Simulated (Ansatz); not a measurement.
Start from `CB1OC1C` and change one atom or group to get `CC1BO1`.

Ansatz, PBE0-D4/def2-TZVP geometries, multiplicity 1. 

| property | `CB1OC1C` |
| --- | --- |
| LUMO energy (ωB97M-V/def2-TZVPP) / eV | 2.05 |
| LUMO energy (B3LYP/def2-TZVPP) / eV | 0.07 |
| HOMO–LUMO gap (PBE0/def2-TZVPP) / eV | 7.80 |
| LUMO energy (PBE0/def2-TZVPP) / eV | 0.33 |
| HOMO–LUMO gap (ωB97M-V/def2-TZVPP) / eV | 11.82 |
| HOMO energy (PBE0/def2-TZVPP) / eV | -7.47 |

Give the same properties after the change, and the shifts. (Estimate.)

Ansatz gave: 
```
                               property  `CC1BO1`  shift
  LUMO energy (ωB97M-V/def2-TZVPP) / eV      1.49  -0.56
    LUMO energy (B3LYP/def2-TZVPP) / eV     -0.65  -0.72
   HOMO–LUMO gap (PBE0/def2-TZVPP) / eV      7.43  -0.37
     LUMO energy (PBE0/def2-TZVPP) / eV     -0.38  -0.71
HOMO–LUMO gap (ωB97M-V/def2-TZVPP) / eV     11.61  -0.21
     HOMO energy (PBE0/def2-TZVPP) / eV     -7.82  -0.35
```

With PBE0 the HOMO falls by 0.35 eV and the LUMO falls by 0.71 eV, so the gap narrows by about 0.36 eV. PBE moves the HOMO by -0.34 eV and ωB97M-V by -0.35 eV. The zero-point energy changes by -74.4 kJ/mol with -9 modes.

B3LYP here is the variant with VWN-RPA as its local correlation; programs differ in this.
